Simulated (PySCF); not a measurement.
**AlGa: one state, many levels of theory**

State: ³Π (triplet), unpaired electrons σ ↑, π ↑. Set-up: basis Al def2-SVP, Ga def2-SVP; no relativity; PySCF 2.14. De refers to Al + Ga in their high-spin ground configurations, without counterpoise correction. The functionals are run spin-unrestricted. A positive dipole means Al(−)Ga(+).

| Level | Re (Å) | ωe (cm⁻¹) | De (eV) | μ (D) |
| --- | --- | --- | --- | --- |
| UHF | 2.737 | 231 | 0.75 | -0.05 |
| UHF-MP2 | 2.674 | 248 | 1.24 | n/a |
| UHF-SCS-MP2 | 2.675 | 250 | 1.10 | n/a |
| UHF-CCSD | 2.692 | 240 | 1.19 | n/a |
| UHF-CCSD(T) | 2.690 | 239 | 1.27 | n/a |
| PBE | 2.736 | 215 | 1.63 | 0.18 |
| TPSS | 2.717 | 220 | 1.54 | 0.29 |
| r²SCAN | 2.702 | 226 | 1.62 | 0.06 |
| PBE0 | 2.706 | 228 | 1.51 | 0.16 |
| r²SCAN0 | 2.690 | 233 | 1.51 | 0.02 |
| B97-3 | 2.728 | 222 | 1.39 | 0.21 |
| HSE06 | 2.711 | 226 | 1.52 | 0.15 |

Which functional lies closest to UHF-CCSD(T) in De, which farthest, and by how much do they differ from it?

Closest is B97-3 (+3.8 pm in Re, -7.1 % in ωe, +0.12 eV in De against UHF-CCSD(T) in the same basis), farthest PBE (+4.6 pm in Re, -10.0 % in ωe, +0.36 eV in De). CCSD(T) converges more slowly with the basis than the functionals do and binds too weakly in this one, so the order can change at the basis-set limit.

What does a quarter of exact exchange do here, going from PBE to PBE0?

PBE0 less PBE: -3.0 pm in Re, +6.0 % in ωe, -0.12 eV in De. Exact exchange removes part of the self-interaction that spreads semilocal densities, and in most molecules shortens and stiffens the bond and lowers De; so it does here.

What does the step from GGA to meta-GGA do here, going from PBE to r²SCAN?

r²SCAN less PBE: -3.4 pm in Re, +5.1 % in ωe, -0.01 eV in De. 

Correlated steps freeze 14 core orbitals. Correlated levels converge slowly with the basis: in double zeta they bind strong bonds too weakly, by up to about 1 eV, and carry superposition errors of some tenths. Spin–orbit coupling is left out. The state is the lowest determinant that a PBE0 search found; another state may lie lower at other levels.

The whole job (state search and all levels along the bond) took about 2.4 min on 1 thread of Oxide Virtual Turin-like (shared host), peak memory 0.62 GiB.
